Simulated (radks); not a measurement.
Values are calculated unless marked as measured or tabulated.
Q: Radial electron density D(r) = 4 pi r^2 rho(r) of an atom or ion with 29 electrons. Code: a radial shooting solver on a logarithmic mesh with Libxc functionals. Model: non-relativistic Kohn-Sham, PBE, spin-polarised, spherical densities, point nucleus.

```
   r/bohr * D(r) (the largest magnitude, 43.4, reaches the edge; | marks zero)
 0.006239 |        *
 0.007147 |          *
 0.008189 |            *
 0.009382 |               *
  0.01075 |                  *
  0.01231 |                      *
  0.01411 |                          *
  0.01616 |                              *
  0.01852 |                                  *
  0.02122 |                                       *
  0.02431 |                                          *
  0.02785 |                                             *
   0.0319 |                                              *
  0.03655 |                                              *
  0.04154 |                                              *
   0.0476 |                                           *
  0.05453 |                                         *
  0.06247 |                                       *
  0.07157 |                                     *
    0.082 |                                      *
  0.09395 |                                         *
   0.1076 |                                             *
   0.1233 |                                                  *
   0.1413 |                                                     *
   0.1619 |                                                      *
   0.1854 |                                                   *
   0.2125 |                                             *
   0.2434 |                                     *
   0.2789 |                              *
   0.3195 |                          *
   0.3631 |                          *
    0.416 |                            *
   0.4766 |                               *
   0.5461 |                                 *
   0.6256 |                               *
   0.7168 |                           *
   0.8212 |                     *
   0.9408 |               *
    1.078 |          *
    1.235 |      *
    1.415 |   *
    1.621 | *
    1.857 | *
    2.128 |*
    2.438 |*
    2.793 |*
    3.174 *
    3.636 *
    4.166 *
    4.773 *
    5.468 *
    6.265 *
    7.178 *
```

What is the nuclear charge?

A: Z = 31. The innermost maximum, from 1s, lies near 1/Z = 0.0323 bohr (found: 0.0348), and its height grows with Z. The density is that of the gallium ion Ga2+ in [Ar] 3d10 4p1; the configuration itself is not fixed sharply by these data, and Z only to about a unit. D(r) has 3 maxima, at r = 0.0348, 0.156, 0.546 bohr, and minima at 0.0733, 0.346 bohr, inside which lie 2.09, 10.99 electrons.
